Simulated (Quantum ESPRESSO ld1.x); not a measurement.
Problem. Successive ionisation energies (eV) of one element, from differences of total energies of ions in their ground configurations, starting at charge 0: 9.427, 20.547, 33.082, 46.778, 61.453, 76.979, 93.262, 112.84, 130.76, 149.27, 168.31, 247.23, 269.62, 292.37, 315.44, 362.23, 387.43, 460.58, 503.27, 518.62, 546.38, 613.23. Calculated with ld1.x of Quantum ESPRESSO 7.5: Dirac Kohn-Sham, PBE, spin-unpolarised, spherical densities, point nucleus; open shells fill j = l - 1/2 first. Which element is it?

Solution. Gold (Z = 79). The first species listed is Au in [Xe] 4f14 5d10 6s1, the last Au21+ in [Kr] 4d10 4f12.
